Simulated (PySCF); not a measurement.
Gas-phase reaction: 3 C4H10 (n-butane) + 4 InH3 + 3 NH → 3 In(CH3)3.NH3 + In(CH3)3

Computed with PySCF and rigid-rotor harmonic-oscillator thermochemistry at 1 bar. † marks an energy on the PBE0/def2-TZVP geometry and frequencies. MP2 and CCSD(T) freeze the core. Open shells (unrestricted): NH (multiplicity 3); the rest are closed-shell singlets. B3LYP is the form with VWN-RPA correlation. In: scalar-relativistic def2 core potential, no spin-orbit coupling. Adducts (In(CH3)3.NH3) have no counterpoise correction, and HF, PBE, BLYP, B3LYP and PBE0 lack dispersion. InH3, In(CH3)3.NH3: computed as isolated molecules; such fragments, hydroxides, amides, oligomers or adducts are transient or little studied in the gas. MP2 isn't extrapolated to the basis-set limit. CCSD(T) isn't extrapolated to the basis-set limit.

```json
[
 {"level": "B3LYP/def2-TZVP†", "ΔH°(298 K), kJ": "[?]"},
 {"level": "BLYP/def2-TZVP†", "ΔH°(298 K), kJ": "-1370"},
 {"level": "CCSD(T)/def2-SVP†", "ΔH°(298 K), kJ": "-1273"},
 {"level": "HF/def2-TZVP†", "ΔH°(298 K), kJ": "[?]"},
 {"level": "M06-2X/def2-TZVP†", "ΔH°(298 K), kJ": "-1534"},
 {"level": "MP2/def2-TZVPP†", "ΔH°(298 K), kJ": "[?]"},
 {"level": "PBE/def2-TZVP†", "ΔH°(298 K), kJ": "[?]"},
 {"level": "PBE0/def2-SVP†", "ΔH°(298 K), kJ": "-1358"},
 {"level": "r2SCAN/def2-TZVP†", "ΔH°(298 K), kJ": "-1427"},
 {"level": "LDA/def2-TZVP†", "ΔH°(298 K), kJ": "-1729"},
 {"level": "ωB97X-V/def2-TZVP†", "ΔH°(298 K), kJ": "-1430"}
]
```

**Question.** Fill in the missing entries.

**Answer.** 
- B3LYP/def2-TZVP†, ΔH°(298 K), kJ: -1354
- HF/def2-TZVP†, ΔH°(298 K), kJ: -751
- MP2/def2-TZVPP†, ΔH°(298 K), kJ: -1631
- PBE/def2-TZVP†, ΔH°(298 K), kJ: -1475
